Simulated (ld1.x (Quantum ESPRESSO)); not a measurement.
iron (Fe): one change to a TM potential, before and after

ld1.x (Quantum ESPRESSO) 7.5 input, shortened:

```
&input
   title='Fe', zed=26., rel=1, dft='PBESOL', iswitch=3,
   config='[Ar] 3d6 4s2 4p0'
 /
 &inputp
   pseudotype=2, tm=.true., lloc=2,
   nlcc=.true., new_core_ps=.true.
 /
3
4S  1  0   2.00   0.00  2.35  2.35  0.0
3P  2  1   6.00   0.00  0.80  0.80  0.0
3D  3  2   6.00   0.00  1.80  1.80  0.0
 &test
   configts(1)='3p6 3d6 4s2 4p0'
 /
```

Change: core correction none.

Cutoffs: the cutoffs (Ry, on a coarse ladder) from which the occupation-weighted sum of valence levels, in a spherical-Bessel basis at the reference potential, stays within 10 and 1 mRy of its value at 400 Ry; they do not see the model core or the augmentation charge, which bear on the density cutoff. Errors are all-electron minus pseudo energies relative to the spin-unpolarised reference configuration.

Problem. How do hardness, ghosts and transferability respond?

Solution. The potential gets neither clearly harder nor softer (140 Ry and 260 Ry → 140 Ry and 260 Ry); both files keep a bound ghost (s); of the 7 tests that both files solve, the error grows in 1 and shrinks in 4 by more than 15 % and 0.3 meV (median size 47.0 → 18.7 meV). The default core radius of the base comes out at 0.40 bohr.

| quantity | base | changed |
| --- | --- | --- |
| cutoff, loose | 140 Ry | 140 Ry |
| cutoff, tight | 260 Ry | 260 Ry |
| bound ghosts | s | s |
| error for 3p6 3d6 4s1 4p0, meV [ΔE 8.74 eV] | -3.3 | -2.7 |
| error for 3p6 3d6 4s0 4p0, meV [ΔE 24.86 eV] | -28 | -19 |
| error for 3p6 3d5 4s0 4p0, meV [ΔE 59.05 eV] | -47 | -13 |
| error for 3p6 3d5 4s2 4p0, meV [ΔE 14.23 eV] | -23 | -15 |
| error for 3p6 3d6 4s0 4p2, meV [ΔE 8.49 eV] | -659 | -657 |
| error for 3p6 3d7 4s1 4p0, meV [ΔE -0.80 eV] | -64 | -60 |
| error for 3p6 3d4 4s0 4p0, meV [ΔE 112.10 eV] | +83 | +192 |
| s: phases at 2.55 bohr within 0.05 rad from the reference energy up to (Ry; the scan ends near 5) | 2.5 | 2.5 |
| p: phases at 2.55 bohr within 0.05 rad from the reference energy up to (Ry; the scan ends near 5) | -0.5 | -0.5 |
| d: phases at 2.55 bohr within 0.05 rad from the reference energy up to (Ry; the scan ends near 5) | 0.8 | 0.8 |

 A true bound ghost makes a file unfit for plane-wave use even where its test errors are small: the radial tests pick states by their node count and pass the ghost by.
